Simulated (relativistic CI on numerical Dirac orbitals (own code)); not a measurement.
Slater and spin-orbit integrals, Gd⁶⁺

Computed by Dirac-Coulomb-Breit CI, orbitals from a KLI potential per configuration, model QED (radiative potential, 1s self-energy scaled to tabulated hydrogen-like ionisation energies), unscaled Slater integrals (own radial code, finite nucleus).

Slater integrals F^k, G^k are unscaled and averaged over j, outside the closed core [Kr] 4d10; ζ comes from projecting the Hamiltonian with its Breit term on Σ l·s of the shell.

- 4f⁶5s²5p⁴: F^2(4f,4f) = 125680, F^4(4f,4f) = 79280, F^6(4f,4f) = 57157, ζ(4f) = 1620.1, F^2(5p,5p) = 76007, F^2(4f,5p) = 58861, G^2(4f,5p) = 28142, G^4(4f,5p) = 22576, ζ(5p) = 28819 cm⁻¹; <r>(4f) = 0.7752, <r^2>(4f) = 0.7416, <r>(5p) = 1.412, <r^2>(5p) = 2.234 (bohr units).
- 4f⁵5s5p⁶: F^2(4f,4f) = 130980, F^4(4f,4f) = 82888, F^6(4f,4f) = 59838, ζ(4f) = 1773.1, G^3(4f,5s) = 31481 cm⁻¹; <r>(4f) = 0.7492, <r^2>(4f) = 0.6874, <r>(5s) = 1.248, <r^2>(5s) = 1.739 (bohr units).

Averages of the first 2 configurations, taken without configuration mixing, which lowers the lowest level and can move excited configurations by several eV; other configurations of the list can lie among them:

```json
{"Configuration": "4f⁶5s²5p⁴", "Parity": "even", "States": "45045", "Average energy above the lowest level (eV)": "18.0"}
{"Configuration": "4f⁵5s5p⁶", "Parity": "odd", "States": "4004", "Average energy above the lowest level (eV)": "38.0"}
```
